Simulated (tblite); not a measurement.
Problem. Give a GFN2-xTB geometry of InChI=1S/C6H5NS2/c7-4-3-9-5-1-2-8-6(4)5/h1-3H,7H2.

Solution. 
```xyz
14
C6H5NS2 angstrom
N     -2.2373    1.1716    0.1477
C     -1.2279    0.3835   -0.3716
C     -1.2339   -0.2302   -1.5913
S      0.2509   -1.0462   -1.9793
C      0.9217   -0.5791   -0.4582
C      2.1514   -0.7888    0.2009
C      2.1601   -0.1967    1.4208
S      0.6876    0.6313    1.8040
C      0.0187    0.1736    0.2755
H     -3.1506    1.0134   -0.2483
H     -2.2377    1.2433    1.1537
H     -2.0285   -0.2431   -2.3098
H      2.9732   -1.3455   -0.2097
H      2.9515   -0.1876    2.1435
```

Any rigid rotation of these coordinates is as good. Atoms count from 1 in this order. The 5-membered ring C5–C6–C7–S8–C9 has internal angles of 90.4° to 113.7° (sum 540°, against 540° for a flat polygon); it is planar, 0.00 Å rms from its mean plane, widest ring torsion 0°. N1 (aniline-type nitrogen) is pyramidal (angles 115.1°, 114.6° and 113.8°, sum 343.4°, 0.26 Å off the plane of its three neighbours). The 5-membered ring C2–C3–S4–C5–C9 has internal angles of 90.5° to 114.3° (sum 540°, against 540° for a flat polygon); it is planar, 0.00 Å rms from its mean plane, widest ring torsion 1°. The 5 C–C bonds span 1.356 Å (C6–C7, aromatic) to 1.420 Å (C2–C9, aromatic), a spread of 0.064 Å.

Bonds between heavy atoms (Å): N1–C2 1.382, C2–C3 1.365, C3–S4 1.738, S4–C5 1.727, C5–C6 1.411, C6–C7 1.356, C7–S8 1.732, S8–C9 1.730, C2–C9 1.420, C5–C9 1.386.

Structure optimised with GFN2-xTB, isolated species.

Point group: near Cs, missed by 0.36 Å at most; the miss may be what the optimiser left on a soft mode. Its GFN2-xTB frequencies are all real (lowest 152 cm⁻¹).

On an Arm Neoverse N1 with one thread, on a shared host, this took 0.68 s wall. That covers the optimisation of the geometry.

These are computed values.
